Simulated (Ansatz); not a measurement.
C2H9BSSi can be A, `CBS[SiH2]C`, or B, `CCBS[SiH3]`.

Isolated molecules relaxed with PBE0-D4/def2-TZVP in Ansatz; ΔE leaves out vibrations. CBS: MP2 limit from def2 TZ/QZ plus the TZ coupled-cluster correction, frozen cores. DFT in def2-TZVPP. B3LYP here is the variant with VWN-RPA as its local correlation; programs differ in this. Each species was taken in one conformer, which may not be the lowest.

Q: Which is lower in electronic energy at CCSD(T)/CBS, and by how much? (Estimate.)

A: The calculation gave: A, by 14.0 kcal/mol.

Q: Give E(B) − E(A) in kcal/mol with CCSD(T)/def2-SVP, PBE-D4, ωB97M-V, PBE0-D4, B3LYP, B3LYP-D4, BLYP-D4. (Best estimate.)

A: The calculation gave: CCSD(T)/def2-SVP 10.6, PBE-D4 14.3, ωB97M-V 14.5, PBE0-D4 14.3, B3LYP 13.6, B3LYP-D4 14.1, BLYP-D4 14.1. None reverses the order clearly.

Q: Does the order hold for the free energy at 298.15 K (harmonic terms from PBE0-D4)? (Best estimate.)

A: The calculation gave: Yes: G(B) − G(A) = +13.6 kcal/mol, for one conformer each. Modes under 60 cm⁻¹, often nearly free rotors, make the harmonic entropy too high.

Largest T1 diagnostic: 0.012.

In def2-TZVPP, CCSD(T) changes the Hartree–Fock value by +1.2 kcal/mol (the triples alone add +0.2 kcal/mol) and MP2 by +2.0 kcal/mol. At CCSD(T), def2-SVP lies −3.4 kcal/mol from the extrapolated value and def2-TZVPP −0.5 kcal/mol.
